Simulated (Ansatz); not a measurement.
Job for Ansatz (a quantum-chemistry and plane-wave program): R-r2SCAN/def2-TZVPP on AlBrFH2N (SMILES [NH2][Al]([F])[Br]), a point of a torsion scan.

Ansatz 0.2 input:
```yaml
crystal:
  periodic: [false, false, false]
  atoms:
    - {symbol: N, position_ang: [-1.05867948, -0.02926853, -0.11754661]}
    - {symbol: Al, position_ang: [0.63321161, 0.46532996, -0.28104049]}
    - {symbol: F, position_ang: [1.34251186, 0.55540625, -1.76310601]}
    - {symbol: Br, position_ang: [1.94134155, 0.88582013, 1.49594183]}
    - {symbol: H, position_ang: [-1.43009193, -0.89908026, -0.47249876]}
    - {symbol: H, position_ang: [-1.63591594, 0.24924388, 0.66582515]}
basis:
  gaussian:
    orbitals: def2-TZVPP
hamiltonian:
  xc: {name: r2SCAN}
scf: {lower_state_search: off}
```

The head of its log:

```
WARN ansatz: RAYON_NUM_THREADS=1 ignored (pool sized by the plan → 1); use --threads N
Functional definition: r2SCAN
these checks for a lower state are left out or cut short: stability, starts, cluster_reference, orbital_swaps, neighbouring_geometries, increment
integrals: 0.10 GiB planned
1074 factors; their error is unknown
mean field: 0.65 GiB planned
mean field evaluation 1: about -80876.2331 eV, gradient 7.8e1 eV
mean field evaluation 2: about -80838.7478 eV, gradient 1.4e2 eV
```

Question: Predict the final total energy.

Answer: -2972.5392 hartree.
